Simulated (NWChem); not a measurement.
# CH5ClFNSi; SMILES N[Si@@H](Cl)CF

```xyz
10

N     -1.8713    -0.2115     0.2880
Si    -0.3135     0.0518    -0.3723
Cl     0.5482     1.9244     0.0702
C      0.9213    -1.2042     0.3336
F      0.5445    -2.4878    -0.0745
H     -2.6929     0.1539    -0.1780
H     -2.0197    -0.2988     1.2862
H     -0.4365    -0.0217    -1.8427
H      0.9507    -1.1756     1.4317
H      1.9387    -1.0028    -0.0258
```
Atoms are numbered in this order, from 1.

Results from NWChem. Medium grid unless said otherwise, to which SCAN and Minnesota functionals are sensitive. Coordinates come from a B3LYP/6-31G* (spherical d) optimisation. Hybrids' shares of exact exchange are those that their runs print; pure functionals count as 0. The functionals differ in more than this share.

```csv
row,share of exact exchange,orbital gap (eV)
PBE/def2-SVP,0.00,6.52
"LDA (Slater exchange, VWN5)/def2-SVP",0.00,6.39
TPSSh/def2-SVP,0.10,7.83
B3LYP/def2-SVP,0.20,8.41
M06-2X/def2-SVP,0.54,11.18
Hartree-Fock/def2-SVP,1.00,withheld
```

**Question.** Fit a straight line of the last column on the one before it, predict the withheld value, and compare with the run.

**Answer.** 
1. Means of the 5 shown rows: x = 0.168, y = 8.066. Slope Σ(x − x̄)(y − ȳ)/Σ(x − x̄)² = 1.727/0.2005 = 8.613; intercept 6.619.
2. The shown rows scatter about the line by 0.199 (root mean square); the largest residual is +0.35, at TPSSh/def2-SVP.
3. At x = 1.00 (Hartree-Fock/def2-SVP; beyond the shown range) the line gives 15.23.
4. The run gives 15.82, +0.59 from the line, 3.0 times the scatter.
